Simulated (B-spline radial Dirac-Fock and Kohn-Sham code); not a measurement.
The computed values come from a radial atomic solver: ΔSCF Dirac-Fock with Breit, self-energy and vacuum polarisation, finite nucleus, configuration average. Correlation and solid-state effects are left out.

**Question.** Identify the element and charge state from the binding energies below (tabulated ground configuration; the least bound level is included).

| level | binding energy (eV) |
| --- | --- |
| 2s | 7877.7 |
| 2p3/2 | 7003.9 |
| 3s | 2482.9 |
| 3p3/2 | 2214.6 |
| 3d3/2 | 1933.3 |
| 3d5/2 | 1912.1 |
| 4s | 1124.5 |

**Answer.** Pr²⁹⁺: Z = 59 with 30 electrons, [Ar] 3d10 4s2.

**Question.** An atom or ion in its tabulated ground configuration has these computed binding energies (the last is its least bound level). Which is it?

```
level  binding energy (eV)
   2s               5827.7
   3s               1673.3
3p3/2               1473.9
3d3/2               1232.5
3d5/2               1220.4
   4s                698.7
   4p                639.3
```

**Answer.** I²¹⁺: Z = 53 with 32 electrons, [Ar] 3d10 4s2 4p2.
